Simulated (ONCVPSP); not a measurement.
**copper: ONCV pseudisation with PBEsol, scalar-relativistic reference atom.**

ONCVPSP 4.0.1 input, shortened (lines: element, Z, core and valence counts, functional; n l f; lmax; l rc ep ncon nbas qcut; lloc lpopt rc5 dvloc0; l nproj debl; icmod fcfact rcfact), PBEsol, scalar-relativistic:

```
  Cu 29.00    3    4  -116133      upf
    1    0    2.00
    2    0    2.00
    2    1    6.00
    3    0    2.00
    3    1    6.00
    3    2   10.00
    4    0    0.50
    3
    0    0.95    0.00    3    6   10.10
    1    0.95    0.00    3    8   13.60
    2    1.00    0.00    4    9   19.00
    3    1.00    0.03    3    7   10.20
    4    4    0.95    3.00
    0    2    0.50
    1    1    3.20
    2    2    3.80
    3    1    1.00
    1    0.14    0.00
```

Poles of the logarithmic derivatives, all-electron (AE) and pseudo (PS). s: poles at -1.7 (AE) and -1.7 (PS) Ha. p: poles at 0.0 (AE) and 0.0 (PS) Ha. d: poles at 1.8 (AE) and 1.8 (PS) Ha. f: poles at no energy (AE) and no energy (PS) Ha. Test radii: s 0.96, p 0.96, d 1.01, f 1.01 bohr.

- Cutoffs needed: 118 Ha and 136 Ha (the cutoffs (Ha) at which the residual kinetic energy of the hardest occupied pseudo-wave falls to 1 and 0.1 mHa per electron)
- Ghost test: no bound ghost flagged; no localised positive-energy state flagged
- Configuration tests: 1 of 4 tests not solved or not reliable
- rms error of d²Exc/dni dnj: 1.94 mHa without and 1.20 mHa with the model core
